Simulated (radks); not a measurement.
Question: The nickel ion Ni+, configuration [Ne] 3s2 3p4 3d9 4s2 (not the ground configuration). All-electron calculation, non-relativistic Kohn-Sham, BLYP, spin-polarised, spherical densities, point nucleus; open shells are filled with parallel spins first. Program: a radial shooting solver on a logarithmic mesh with Libxc functionals. Some entries of the table are withheld. Estimate them.

orbital,occ.,eigenvalue (hartree),<r^2> (bohr^2),r(max) (bohr)
1s up,1,-299.5778,0.004029,0.03614
1s down,1,-299.5372,0.004028,0.03614
2s up,1,-36.15841,0.07265,0.2074
2s down,1,-36.10381,0.07253,0.2075
2p up,3,-31.70367,0.05741,0.1657
2p down,3,-31.64000,0.05733,0.1658
3s up,1,(1),(2),0.6445
3s down,1,(3),(4),0.6458
3p up,3,-3.32312,0.6935,0.6454
3p down,1,-3.16375,0.7089,0.6474
3d up,5,-1.01007,1.015,0.6133
3d down,4,-0.87983,1.117,0.6181
4s up,1,-0.55644,6.575,2.018
4s down,1,-0.54416,6.786,2.053

Answer: 
(1) 3s up eigenvalue (hartree): -4.70062
(2) 3s up <r^2> (bohr^2): 0.6335
(3) 3s down eigenvalue (hartree): -4.53535
(4) 3s down <r^2> (bohr^2): 0.6423
